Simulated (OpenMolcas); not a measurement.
Pd2+ among 8 point charges of -1 e arranged as a cube (Oh), 2.08 Å from the ion.

```yaml
Program: OpenMolcas
Method: "SS-CASPT2, IPEA 0.25 Eh, imaginary shift 0.1 Eh (closed shells correlated: 4s 4p)"
Basis: ANO-RCC-VDZP [6s5p3d1f]
Scalar_Hamiltonian: DKH2, point nucleus
Active_space: 8 electrons in 5 orbitals (4d)
State_averaging: 2S+1 = 3 even, 10 roots; 2S+1 = 1 even, 15 roots
Spin-orbit_coupling: RASSI with atomic mean-field integrals over the reference wave functions
```

(1) What is the spin-free ground state (labels of O, the rotations of Oh)?

(2) Where is the first state of the same spin?

(3) What are the lowest two levels with spin-orbit coupling?

(4) What is χT at 300 K, and how does it compare with the textbook value?

## Answers

(1) 3T1, 3-fold in its orbital part, 99 % from free-ion F terms; it has the highest spin that d8 allows.

(2) 3T2 at 3760 cm-1 above the ground state.

(3) A 1-fold level A1, then a 3-fold level T1 740 cm-1 above it. Their leading multiplicities are 3 (99 %) and 3 (100 %).

(4) The lowest level has 2S+1 = 3, for which the spin-only value is χT = S(S+1) / 2 = 1.000 cm3 K/mol (g = 2). The computed 1.990 at 300 K differs by +0.990, through orbital momentum, spin-orbit coupling and any other state in reach. With a threefold ground state the orbital momentum is unquenched, so the spin-only value is not expected to hold.

Roots that are degenerate in the reference are averaged as groups; the widest CASPT2 spread within a group is 280 cm-1 (the 3-fold group of multiplicity 3 near 0 cm-1 above the lowest state of its run). Shifts and gaps below about the spread of the groups concerned are not significant. An orbital triplet at a regular site is open to Jahn-Teller coupling, which can distort the site and quench the lowest spin-orbit gaps and is left out. Real 4d8 and 5d8 ions are as a rule square planar and diamagnetic. Free-ion shares, where given, are those of the reference states; single-state CASPT2 does not remix them. Point charges carry no covalency, so the field is a model and not that of real ligands. No measured value stands beside these numbers.
